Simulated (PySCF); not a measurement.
## CaO₂: calculation against measurement

Isolated CaO₂, optimised in PySCF with density fitting and no spin–orbit coupling; def2 sets carry scalar-relativistic core potentials from Rb on. All levels below give a singlet of C2v symmetry: PBE0/def2-TZVP Ca–O 1.965 Å (×2), O–O 1.485 Å, Ca–O–O 67.8° (×2), O–Ca–O 44.4°; B3LYP/def2-TZVP Ca–O 1.981 Å (×2), O–O 1.517 Å, Ca–O–O 67.5° (×2), O–Ca–O 45.0°. Other levels end elsewhere and are not compared: PBE/def2-TZVP (triplet, C∞v).

Measured fundamentals (Jacox, Vibrational and Electronic Energy Levels of Polyatomic Transient Molecules, as compiled in the NIST Chemistry WebBook) beside computed harmonic wavenumbers, in cm⁻¹:

| mode as compiled | computed symmetry | measured | medium | PBE0/def2-TZVP | B3LYP/def2-TZVP |
| --- | --- | --- | --- | --- | --- |
| a1 o-o stretch | a1 | 736.2 | argon matrix | 869 | 814 |
| a1 ocao s-stretch | a1 | 555.7 | nitrogen matrix | 649 | 625 |
| b2 ocao a-stretch | b2 | 505.5 | nitrogen matrix | 530 | 519 |

Task: How close does each level come?

Result: Mean absolute differences: PBE0/def2-TZVP 13.2 %, B3LYP/def2-TZVP 8.6 %. The mean ratio of measured to computed values at B3LYP/def2-TZVP is 0.923. Harmonic values should lie a little above fundamentals; matrices shift bands further, usually down by up to a few per cent.
